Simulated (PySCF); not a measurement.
# Computed structure and properties of [Nd(NH3)]3+

System: [Nd(NH3)]3+ (singlet in the valence; each metal's 4f electrons, 3 of them, lie in its core potential, out of spins and levels); start: template (C3v). Method: PySCF 2.14.0, RKS PBE0, Nd lcecp-1-SVP with ECP49, N def2-SVP, H def2-SVP; non-relativistic Hamiltonian with scalar-relativistic core potentials where named; density fitting; no spin-orbit coupling.

Input of the relaxation:

```python
mol = gto.M(atom='''
Nd     0.00000    -0.00000    -0.28423
N     -0.00000     0.00000     2.29827
H      0.93916     0.00004     2.69627
H     -0.46961     0.81332     2.69627
H     -0.46955    -0.81335     2.69627''',
    basis={'Nd': 'lcecp-1-SVP', 'N': 'def2-SVP', 'H': 'def2-SVP'},
    ecp={'Nd': 'lcecp-1-SVP'},
    charge=3, spin=0)
mf = dft.RKS(mol, xc='PBE0')
mf.grids.atom_grid = (50, 194)  # f atoms: unpruned, at least (60, 302)
mf = mf.density_fit()  # fitting sets: Nd AutoAux, N def2-universal-JKFIT, H def2-universal-JKFIT
mf.conv_tol = 1e-08; mf.max_cycle = 55
mf.kernel(dm0)  # dm0: converged density of the start geometry
# quasi-Newton relaxation in Cartesian coordinates to a largest gradient under 0.00045 Eh/bohr, steps kept in the point group
```

Run from Python with OMP_NUM_THREADS=2; the lines above give its settings. Where DIIS fails, smearing, a level shift and second-order steps follow.
It took 20 s on 2 threads of Arm Neoverse V1, on a shared host, from the converged density of the start.

Course of the relaxation:

```csv
step,energy above end (eV),largest force component within the symmetry (eV/Å)
0,0.1564,2.424
1,0.0711,1.090
2,0.0186,0.462
3,0.0059,0.396
4,0.0002,0.109
5,0.0000,0.010
6,0.0000,0.004
```

Relaxed geometry (C3v):

```xyz
5

Nd    0.0000    0.0000   -0.1649
N     0.0000    0.0000    2.2248
H     0.9419    0.0000    2.6810
H    -0.4710    0.8157    2.6810
H    -0.4709   -0.8158    2.6810
```

```
     contact      Å
Nd1–N2 (NH3)  2.390
```

On the finer grid (75, 302):

| Property | Result |
| --- | --- |
| HOMO | -27.38 eV |
| LUMO | -20.19 eV |
| Dipole about the centre of mass | 3.45 D |
| Set of Mulliken populations of Nd1 outside the core potential | s 2.06, p 6.04, d 0.39, f 0.02 |
| D3(BJ) dispersion energy (not in the energies) | -0.102 eV |

```csv
atom,Mulliken (e),Löwdin (e),spin (e)
Nd1,2.49,2.40,0.00
N2,-0.37,0.01,0.00
H3,0.29,0.20,0.00
H4,0.29,0.20,0.00
H5,0.29,0.20,0.00
```

The 4f levels lie in the core potential and are missing. Their spin isn't counted.

On the grid (50, 194), as all that follows. Harmonic modes: a minimum; lowest 394 cm⁻¹ (negative: unstable), highest 3303 cm⁻¹, zero-point energy 1.003 eV.

Taking off one NH3 (charge 0, singlet; the rest: singlet) in vacuum, both parts rigid, costs 5.44 eV; the small basis without counterpoise inflates it. Parting with an electron moved from the ligand to the metal can be far cheaper, even downhill.

Rigid scan of NH3 along the line from its metal:

```json
{"distance to N2 (Å)": "2.09", "energy (eV)": "0.591"}
{"distance to N2 (Å)": "2.19", "energy (eV)": "0.228"}
{"distance to N2 (Å)": "2.29", "energy (eV)": "0.050"}
{"distance to N2 (Å)": "2.39", "energy (eV)": "0.000"}
{"distance to N2 (Å)": "2.49", "energy (eV)": "0.039"}
{"distance to N2 (Å)": "2.59", "energy (eV)": "0.138"}
{"distance to N2 (Å)": "2.79", "energy (eV)": "0.438"}
```

One start shape was tried, so this needn't be the lowest isomer.

An lcecp potential fixes the number of 4f electrons, so in runs with it no electron can move into or out of that shell.
